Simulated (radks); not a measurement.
Task: Neutral rubidium, 37 electrons, occupied as [Kr] 5s1. Method: Dirac Kohn-Sham, PBEsol, spin-unpolarised, spherical densities, finite nucleus; Fermi nuclear charge, rms radius 4.2036 fm; computed with a radial shooting solver on a logarithmic mesh with Libxc functionals. Some entries of the table are withheld. Estimate them.

| orbital | occ. | eigenvalue (eV) | <1/r> (bohr^-1) | <r^2> (bohr^2) |
|---|---|---|---|---|
| 1s1/2 | 2 | -15016.98 | 37.86 | 0.002189 |
| 2s1/2 | 2 | -2005.799 | 8.498 | (1) |
| 2p1/2 | 2 | -1819.662 | 8.470 | (2) |
| 2p3/2 | 4 | -1758.946 | 8.158 | (3) |
| 3s1/2 | 2 | (4) | 2.822 | 0.2999 |
| 3p1/2 | 2 | -230.7424 | 2.710 | 0.3066 |
| 3p3/2 | 4 | -221.6139 | 2.635 | 0.3191 |
| 3d3/2 | 4 | -104.8607 | 2.401 | 0.3357 |
| 3d5/2 | 6 | -103.3106 | 2.382 | 0.3405 |
| 4s1/2 | 2 | -31.8928 | 0.9227 | 2.417 |
| 4p1/2 | 2 | -16.5749 | 0.7831 | 3.357 |
| 4p3/2 | 4 | -15.6901 | 0.7633 | 3.515 |
| 5s1/2 | 1 | -2.2224 | 0.2402 | (5) |

Result: 
(1) 2s1/2 <r^2> (bohr^2): 0.03727
(2) 2p1/2 <r^2> (bohr^2): 0.02848
(3) 2p3/2 <r^2> (bohr^2): 0.02990
(4) 3s1/2 eigenvalue (eV): -297.4076
(5) 5s1/2 <r^2> (bohr^2): 31.66
